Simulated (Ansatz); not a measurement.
A calculation with Ansatz (development build ahead of 0.2.0).

```yaml
crystal:
  periodic: [false, false, false]
  atoms:
    - { symbol: Co, position_ang: [0.0, 0.0, 0.0] }
    - { symbol: Cl, position_ang: [2.06, 0.0, 0.0] }
    - { symbol: Cl, position_ang: [-1.03, 1.78401, 0.0] }
    - { symbol: Cl, position_ang: [-1.03, -1.78401, 0.0] }
basis:
  gaussian: { orbitals: pcseg-2 }
magnetization:
  initial_magnetization: 2
hamiltonian:
  xc: r2scan
```

The input is written out in the form of the current development build from the run's settings.

The run gave:

| Item | Value |
| --- | --- |
| Converged | yes |
| Total energy | -2763.45671 hartree |
| Spin squared of the determinant | 2.000 |
| Stability test | minimum among restricted orbitals |

Caution: no unrestricted run beside it, a lower state can exist; other spin multiplicities were not run.
